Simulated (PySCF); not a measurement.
**Ionising NaSe**

UHF-CCSD(T); basis Na def2-SVP, Se def2-SVP; no relativity; PySCF 2.14. Neutral (UHF): doublet (π ↑), Re = 2.636 Å, ωe = 266 cm⁻¹, De = 2.04 eV.

NaSe⁺ (UHF): triplet (π ↑↑), Re = 3.064 Å, ωe = 141 cm⁻¹, De = 0.60 eV to Na⁺ + Se. The energies at the minima are -2561.59766 hartree for NaSe and -2561.36524 for NaSe⁺.

Problem. Work out the adiabatic ionisation energy, without and with harmonic zero-point energies (1 hartree = 27.2114 eV, 1 eV = 8065.5 cm⁻¹), and the change of the bond length.

Solution. At UHF-CCSD(T): 0.23242 hartree = 6.324 eV between the minima; the zero-point term (141.0 − 266.0)/2 cm⁻¹ = -0.008 eV makes it 6.317 eV. Re changes by +42.8 pm against the neutral. The electron leaves a π orbital, and the ion is left as a loose complex of an ion and an atom.

Correlated steps freeze 10 core orbitals. Correlated levels converge slowly with the basis: in double zeta they bind strong bonds too weakly, by up to about 1 eV, and carry superposition errors of some tenths. Spin–orbit coupling is left out. For an ion De counts to the pair picked by the measured ionisation energies or electron affinities, which need not be the lowest pair at this level. States were picked by a PBE0 search and need not be the measured ground states.
